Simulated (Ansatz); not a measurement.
Consider the hydrogenolysis of a C–Si bond: `[SiH3][CH2][AlH][S][SiH3]` + H₂ → `[CH3][AlH][S][SiH3]` + SiH₄.

Program: Ansatz. Geometries: PBE0-D4/def2-TZVP. ΔE: electronic, gas phase. CBS: MP2 limit from def2 TZ/QZ plus the TZ coupled-cluster correction, frozen cores. This one scheme is used for every species. Functionals use def2-TZVPP. B3LYP here is the variant with VWN-RPA as its local correlation; programs differ in this. Each species was taken in one conformer, which may not be the lowest.

CCSD(T)/CBS gives -2.3 kcal/mol.

Question: Another level gave -4.9 kcal/mol. Which?
A. r2SCAN-D4/def2-TZVPP
B. SCS-MP2/def2-TZVPP
C. B3LYP/def2-TZVPP
D. B2PLYP/def2-TZVPP

Answer: D. B2PLYP -4.9, B3LYP -6.7, r2SCAN-D4 -2.3, SCS-MP2/def2-TZVPP -3.4 kcal/mol.

Largest T1 diagnostic among the species: 0.011.

In def2-TZVPP, CCSD(T) changes the Hartree–Fock value by +6.3 kcal/mol (the triples alone add +1.3 kcal/mol) and MP2 by +7.9 kcal/mol. The D4 term adds +3.5 kcal/mol with B3LYP and +2.0 kcal/mol with PBE0; it sums over pairs of atoms, weighted by their polarisabilities, and B3LYP, whose exchange is more repulsive, gets the larger term.
